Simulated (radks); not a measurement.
Results of a calculation; reference values are marked as such.
These are the eigenvalues of the occupied orbitals of an atom or ion with whole-number occupations (Ry). Level of theory: scalar-relativistic Kohn-Sham, PBEsol, spin-polarised, spherical densities, finite nucleus; Fermi nuclear charge, rms radius of each element as measured or else 0.836 A^(1/3) + 0.57 fm (a radial shooting solver on a logarithmic mesh with Libxc functionals).

1s down: -3680.105
1s up: -3680.105
2s up: -607.4340
2s down: -607.4247
2p up: -540.6515
2p down: -540.6447
3s up: -134.5072
3s down: -134.3104
3p up: -113.8128
3p down: -113.6169
3d up: -86.43893
3d down: -86.28625
4s up: -27.03757
4s down: -26.58806
4p up: -20.21296
4p down: -19.76703
4d up: -10.76833
4d down: -10.32673
5s up: -3.52739
5s down: -3.25500
5p up: -1.87661
5p down: -1.64609
4f up: -0.55531
5d up: -0.11608

Which element is it, and in what charge state? The configuration may be excited. Open shells, if any, are filled with parallel spins first.

Answer. Z = 64, gadolinium, charge 0: Gd in [Xe] 4f7 5d3. The list shows which subshells hold electrons but not how many an open one holds; the 1s level, -1840.1 hartree, gives Z - s = 60.7 by -(Z - s)^2/2, which with screening and relativity narrows Z to a few neighbours, and the depths of the outer levels then fix element, charge and occupations together.
